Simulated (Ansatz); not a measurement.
The molecule NiB, multiplicity 4 (an upper state: multiplicity 2 came lower at PBE0/def2-TZVPP). No spin–orbit coupling. Ni is treated without relativity.

Constants: fifth-degree fit in 1/R to seven points, most abundant isotopes. In def2 and cc sets the state is the lowest found near the PBE0 minimum, followed along R.

Run with Ansatz (Gaussian basis) for Hartree–Fock, density functionals and correlated methods. Each number belongs to the level named beside it.

Energies at PBE/def2-TZVPP:

```tsv
R (Å)	E (hartree)
1.724344	-1532.73505522
1.770698	-1532.73733022
1.813343	-1532.73818215
1.861550	-1532.73798746
1.909758	-1532.73681194
1.965382	-1532.73451750
2.030276	-1532.73091257
```

Problem. With a reduced mass of 9.2513 u, find the minimum, the force constant and the constants.

Solution. A fifth-degree polynomial in 1/R puts the minimum at r_e = 1.8286 Å with force constant 215 N/m. Then ω_e = (1/2πc)√(k/μ) = 629 cm⁻¹ and B_e = h/(8π²cμr_e²) = 0.5449 cm⁻¹; the cubic and quartic terms give α_e = 0.0055 and ω_e x_e = 4.7 cm⁻¹.

Ansatz is a program for electronic structure.
